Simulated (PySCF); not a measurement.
An unknown gives this computed stick spectrum. The calculation used TDDFT wB97X-D/def2-SVPD, vertical, gas phase, core orbitals frozen in the response (PySCF 2.14.0, density-fitted response routines). Geometries: PBE0-D3(BJ)/def2-SVP, one conformer each.

```
state  ν̃ (cm⁻¹)       f    main configurations (H = HOMO, L = LUMO)
   S1      57880   0.020                                   H→L (94%)
   S2      62420  0.0021                                 H→L+1 (82%)
   S3      62870   0.103                                 H-1→L (84%)
   S4      64630   0.024                 H-1→L+1 (81%), H-1→L+2 (9%)
   S5      66140  0.0004                     H-2→L (78%), H-4→L (8%)
   S6      67230   0.023                    H→L+3 (47%), H→L+2 (37%)
   S7      68370   0.105                    H→L+2 (42%), H→L+3 (39%)
   S8      69690  0.0045                H-1→L+3 (58%), H-1→L+2 (27%)
   S9      70560   0.058  H-1→L+2 (56%), H-1→L+3 (26%), H-1→L+1 (8%)
  S10      71600   0.051                  H-2→L+1 (68%), H→L+4 (16%)
```

Triplets computed (Tamm–Dancoff): 6.85, 6.98, 7.53, 7.87 eV.

Orbital energies (eV): HOMO-3 -11.65, HOMO-2 -10.89, HOMO-1 -10.10, HOMO -9.72, LUMO 2.07, LUMO+1 2.30, LUMO+2 2.71.

Question: Which structure fits? All have the formula C3H8Si.
A. `[SiH3]CC=C`
B. `C1C[SiH2]C1`
C. `C1C[SiH]1C`

Answer: B. Its S1, at 7.18 eV, is the highest among the candidates; the nearest of the others has S1 at 6.90 eV. S1 is HOMO→LUMO (94%). Löwdin shares by element: HOMO carbon 53%, silicon 20% (atoms not listed hold the other 27%); LUMO silicon 32%, carbon 24% or more, hydrogen 12% or more (atoms not listed hold the other 32%). At the same level the other candidates give, for their lowest levels:
- `[H][Si]([H])([H])CC=C`: 6.90 eV (f 0.425); 7.06 eV (f 0.014); 7.88 eV (f 0.030); 8.00 eV (f 0.014); 8.09 eV (f 0.102); T1 4.34 eV; HOMO -9.04, LUMO 1.81 eV
- `C[SiH]1CC1`: 6.69 eV (f 0.002); 6.77 eV (f 0.218); 6.88 eV (f 0.015); 7.13 eV (f 0.000); 7.74 eV (f 0.017); T1 5.54 eV; HOMO -8.45, LUMO 2.29 eV
